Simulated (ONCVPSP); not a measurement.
## Before and after: ONCV potential for iron (Fe)

ONCVPSP 4.0.1 input, shortened (lines: element, Z, core and valence counts, functional; n l f; lmax; l rc ep ncon nbas qcut; lloc lpopt rc5 dvloc0; l nproj debl; icmod fcfact rcfact), PBEsol, scalar-relativistic:

```
  Fe 26.00    5    3  -116133      upf
    1    0    2.00
    2    0    2.00
    2    1    6.00
    3    0    2.00
    3    1    6.00
    3    2    6.00
    4    0    1.75
    4    1    0.25
    2
    0    2.40    0.00    3    6    3.20
    1    2.95    0.00    3    6    2.30
    2    1.60    0.00    3    8    8.60
    4    5    1.00    6.00
    0    2    0.90
    1    2    2.00
    2    2    1.50
    3    4.25    1.05
```

Change: core correction Teter function, fcfact 1.75, rcfact 1.8.

Cutoffs: the cutoffs (Ha) at which the residual kinetic energy of the hardest occupied pseudo-wave falls to 1 and 0.1 mHa per electron; they do not see the model core or the augmentation charge, which bear on the density cutoff. Errors are all-electron minus pseudo energies relative to the spin-unpolarised reference configuration.

How do hardness, ghosts and transferability respond?

The potential gets neither clearly harder nor softer (32 Ha and 35 Ha → 32 Ha and 35 Ha); of the 3 tests that both files solve, the error grows in 2 and shrinks in 0 by more than 15 % and 0.3 meV (median size 2.6 → 12.1 meV); neither file shows a bound ghost. A model core, the more so a compact one, raises the density cutoff, which this test does not measure.

```csv
quantity,base,changed
"cutoff, loose",32 Ha,32 Ha
"cutoff, tight",35 Ha,35 Ha
bound ghosts,none,none
GHOST(+) flags under 300 eV,"s at 2.2 eV, p at 82.3 eV","s at 2.2 eV, p at 82.3 eV"
tests with a reliable result,3 of 4,3 of 4
"error for 3d6 4s2 4p0, meV [ΔE -1.01 eV]",+0.2,-0.2
"error for 3d6 4s1 4p0, meV [ΔE 7.74 eV]",-2.6,-12
"error for 3d6 4s0 4p1, meV [ΔE 12.81 eV]",+14,-32
s: phases at 2.43 bohr within 0.05 rad from the reference energy up to (Ha; the scan ends near 5),0.1,0.1
p: phases at 3.00 bohr within 0.05 rad from the reference energy up to (Ha; the scan ends near 5),2.8,2.8
d: phases at 1.62 bohr within 0.05 rad from the reference energy up to (Ha; the scan ends near 5),to the end of the scan,to the end of the scan
"rms error of d²Exc/dni dnj with the model core, mHa",4.76,3.50
```
